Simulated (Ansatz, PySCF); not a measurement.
This PySCF input computes a PBE/def2-TZVPD energy:

```python
from pyscf import gto, scf, dft

mol = gto.M(
    atom='''
    C    -0.94901568   -1.01257508   -0.70983657
    C     0.24450480   -0.15921795   -0.50834521
    C     1.47745255   -0.93710708   -0.00339696
    C    -0.01269762    1.02923577    0.39617433
    O    -1.07127765    1.32092208    0.88490891
    H    -1.91551138   -0.69633897   -0.34811773
    H    -0.86170769   -1.94172886   -1.25473583
    H     0.54655876    0.30012272   -1.46861752
    H     1.74151269   -1.72302001   -0.71078265
    H     2.34084479   -0.27775317    0.10752371
    H     1.26900241   -1.40259850    0.96069998
    H     0.88805747    1.65192600    0.58718537
    ''',
    basis='def2-tzvpd',
    charge=0,
    spin=1,
    verbose=4,
)

mf = dft.UKS(mol, xc='pbe').density_fit(auxbasis='def2-universal-jkfit')
mf.grids.level = 3
mf.conv_tol = 1e-9
mf.max_cycle = 100
mf.max_memory = 1500
mf.kernel()
if not mf.converged:
    mf = mf.newton()
    mf.kernel(mf.make_rdm1())
for _ in range(2):
    mo, _, stable, _ = mf.stability(return_status=True)
    if stable:
        break
    mf.kernel(mf.make_rdm1(mo, mf.mo_occ))
mf.analyze()
```

**Question.** Write an input for the same energy in Ansatz (a first-principles code) and say what it gives.

**Answer.** 
Ansatz 0.2 input:
```yaml
crystal:
  periodic: [false, false, false]
  atoms:
    - {symbol: C, position_ang: [-0.94901568, -1.01257508, -0.70983657]}
    - {symbol: C, position_ang: [0.24450480, -0.15921795, -0.50834521]}
    - {symbol: C, position_ang: [1.47745255, -0.93710708, -0.00339696]}
    - {symbol: C, position_ang: [-0.01269762, 1.02923577, 0.39617433]}
    - {symbol: O, position_ang: [-1.07127765, 1.32092208, 0.88490891]}
    - {symbol: H, position_ang: [-1.91551138, -0.69633897, -0.34811773]}
    - {symbol: H, position_ang: [-0.86170769, -1.94172886, -1.25473583]}
    - {symbol: H, position_ang: [0.54655876, 0.30012272, -1.46861752]}
    - {symbol: H, position_ang: [1.74151269, -1.72302001, -0.71078265]}
    - {symbol: H, position_ang: [2.34084479, -0.27775317, 0.10752371]}
    - {symbol: H, position_ang: [1.26900241, -1.40259850, 0.96069998]}
    - {symbol: H, position_ang: [0.88805747, 1.65192600, 0.58718537]}
basis:
  gaussian:
    orbitals: def2-TZVPD
hamiltonian:
  xc: {name: PBE}
magnetization: {spin_polarized: true, initial_magnetization: 1}
output: {forces: true}
```
It gives -231.58037 Eh, and PySCF -231.58050 Eh, a difference of 0.13 mEh, from the treatment of integrals and grids.

It need not be the lowest isomer of its formula.
